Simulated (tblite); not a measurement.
Input of a run (GFN2-xTB geometry optimisation, gas phase (tblite 0.8.0)), started from a force field or distance geometry:
```
{"job": {"kind": "relax", "xc": "GFN2-xTB", "basis": "xTB"}, "charge": 0, "multiplicity": 1}
C     -3.445700     1.003000     0.314700
C     -2.079200     0.535300     0.220500
C     -0.930200     0.140500     0.164100
C      0.396200    -0.304600     0.070300
C      0.925500    -1.563000    -0.141600
C      2.330000    -1.397800    -0.120100
C      2.549100    -0.060700     0.122800
O      3.626000     0.693700     0.269600
O      1.385700     0.608100     0.249800
H     -3.832200     1.294500    -0.666700
H     -3.529300     1.874400     0.973100
H     -4.114700     0.222100     0.713000
H      0.365300    -2.471100    -0.306100
H      3.102600    -2.149700    -0.256700
H      3.246500     1.583300     0.428900
```

Output (eV, eV/Å):
```
step      E/eV     max force
  0    -710.50442    1.296
  1    -710.51508    2.948
  2    -710.54528    1.241
  3    -710.56249    0.482
  4    -710.57089    0.350
  5    -710.58183    0.426
  6    -710.58936    0.337
  7    -710.59761    0.202
  8    -710.60204    0.136
  9    -710.60423    0.114
 10    -710.60563    0.093
 11    -710.60670    0.075
 12    -710.60735    0.068
 13    -710.60786    0.071
 14    -710.60850    0.068
 15    -710.60923    0.067
 16    -710.60966    0.046
 17    -710.60980    0.024
 18    -710.60987    0.022
 19    -710.60994    0.024
 20    -710.61002    0.021
 21    -710.61010    0.022
 22    -710.61018    0.021
 23    -710.61028    0.027
 24    -710.61039    0.028
 25    -710.61048    0.022
 26    -710.61054    0.021
 27    -710.61060    0.021
 28    -710.61067    0.023
 29    -710.61075    0.020
 30    -710.61081    0.023
 31    -710.61087    0.024
 32    -710.61097    0.026
 33    -710.61110    0.032
 34    -710.61124    0.025
 35    -710.61134    0.027
 36    -710.61142    0.031
 37    -710.61152    0.033
 38    -710.61164    0.028
 39    -710.61175    0.024
 40    -710.61185    0.024
 41    -710.61194    0.023
 42    -710.61201    0.022
 43    -710.61206    0.013
 44    -710.61208    0.006
```

Summarise the run.

The energy falls by 10.4 kJ/mol over 44 L-BFGS steps, the largest force on an atom goes from 1.30 to 0.006 eV/Å, and the atoms move by 0.076 Å rms after alignment. The bond that changes most is C7–O8 (aromatic carbon bearing oxygen to phenol-type oxygen), which lengthens by 0.020 Å. Bonds longer at the end by more than 0.005 Å: 2 of 15; shorter: 8. Among the angles that change most is C7–O8–H15, from 102.7° to 108.7°. The energy never rose by more than 1e-5 eV on the way. The first step brought 10 % of the lowering.

What are the final bond lengths?

C1–C2 1.443 Å, C2≡C3 1.204 Å, C3–C4 1.402 Å, C4–C5 1.368 Å, C5–C6 1.416 Å, C6–C7 1.363 Å, C7–O8 1.343 Å, C7–O9 1.343 Å, C4–O9 1.372 Å, C1–H10 1.090 Å, C1–H11 1.090 Å, C1–H12 1.090 Å, C5–H13 1.071 Å, C6–H14 1.069 Å, O8–H15 0.965 Å. Numbering counts from 1 in the input's order; the species is `CC#Cc1ccc(O)o1`.

Its GFN2-xTB frequencies are all real (lowest 27 cm⁻¹). One conformer, not necessarily the lowest.

Shape of the structure used: `[CH3:1][C:2]#[C:3][c:4]1[cH:5][cH:6][c:7]([OH:8])[o:9]1`: H–O8–C7–C6 180°.

All values are computed, not measured.
